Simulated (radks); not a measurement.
Values are calculated unless marked as measured or tabulated.
Q: These are the eigenvalues of the occupied orbitals of an atom or ion with whole-number occupations (Ry). Code: a radial shooting solver on a logarithmic mesh with Libxc functionals. Model: scalar-relativistic Kohn-Sham, BLYP, spin-unpolarised, spherical densities, finite nucleus; Fermi nuclear charge, rms radius of each element as measured or else 0.836 A^(1/3) + 0.57 fm.

| orbital | eigenvalue |
|---|---|
| 1s | -3431.226 |
| 2s | -561.1202 |
| 2p | -500.6544 |
| 3s | -123.3535 |
| 3p | -104.4492 |
| 3d | -78.83196 |
| 4s | -24.89403 |
| 4p | -18.66976 |
| 4d | -9.93239 |
| 5s | -3.41592 |
| 5p | -1.89238 |
| 4f | -0.56733 |
| 6s | -0.28296 |
| 5d | -0.18944 |

Which element is it, and in what charge state? The configuration may be excited.

A: Z = 62, samarium, charge 0: Sm in [Xe] 4f5 5d1 6s2. The list shows which subshells hold electrons but not how many an open one holds; the 1s level, -1715.6 hartree, gives Z - s = 58.6 by -(Z - s)^2/2, which with screening and relativity narrows Z to a few neighbours, and the depths of the outer levels then fix element, charge and occupations together.
